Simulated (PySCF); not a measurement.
Computed shifts of a molecule C10H8S2, PySCF with PBE/pcSseg-1, GIAO, gas phase, atoms alike by connectivity averaged where their shifts nearly agree, in ppm (number of nuclei): ¹³C: 128.3 (4), 125.1 (4), 119.9 (2). ¹H: 6.64 (4), 5.87 (4). References: ¹³C against TMS (σ = 182.0 ppm); ³³S against H2S (σ = 706.5 ppm); ¹H against TMS (σ = 31.49 ppm), references at their B3LYP-D3(BJ)/def2-TZVP geometries, non-relativistic. The structure is a stationary point at B3LYP-D3(BJ)/def2-SVP. Other conformers were not sampled.

Question: Which structure fits?
A) C1=CC(=C2C=CSC=C2)C=CS1
B) C=Cc1cc2cccc(S)c2s1
C) C#Cc1cc2sc(CC)cc2s1
D) Sc1cccc2cccc(S)c12

Answer: A, C1=CC(=C2C=CSC=C2)C=CS1
